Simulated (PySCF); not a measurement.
Isomers of C6H6O2. Level of theory: PySCF, TDDFT PBE0/def2-SVPD, vertical, gas phase, core orbitals frozen in the response. Geometries: GFN2-xTB; one conformer of each isolated species. Triplets are in the Tamm–Dancoff approximation. 'Strongest' means the level of largest summed f among the lowest 6 singlets; it needn't be the same kind of state in each.

Task: Rank by computed lowest singlet excitation energy, highest first.
A. `C=Cc1ccc(O)o1`
B. `Cc1cccc(=O)o1`
C. `O=C(O)C#CC1CC1`
D. `CC(=O)OC=C1C=C1`
E. `CC(=O)C#CC(C)=O`

Result: C (4.86 eV), A (4.62 eV), B (4.47 eV), D (4.20 eV), E (3.93 eV).

```csv
SMILES,S1 (eV),f (strongest),gap (eV),α (au),LUMO (eV),S1 mainly
O=C(O)C#CC1CC1,4.86,0.25,6.62,80.3,-1.18,H-1→L (95%)
C=Cc1ccc(O)o1,4.62,0.46,4.96,84.0,-0.74,H→L (98%)
Cc1cccc(=O)o1,4.47,0.17,5.14,77.5,-1.73,H→L (97%)
CC(=O)OC=C1C=C1,4.20,0.13,5.36,75.9,-0.68,H→L (99%)
CC(=O)C#CC(C)=O,3.93,0.02,5.83,80.3,-2.32,H→L (74%)
```

H and L stand for HOMO and LUMO.

Mean S1 by what the SMILES shows (count): an aromatic ring 4.54 eV (2); a double or triple bond but no aromatic ring 4.33 eV (3).
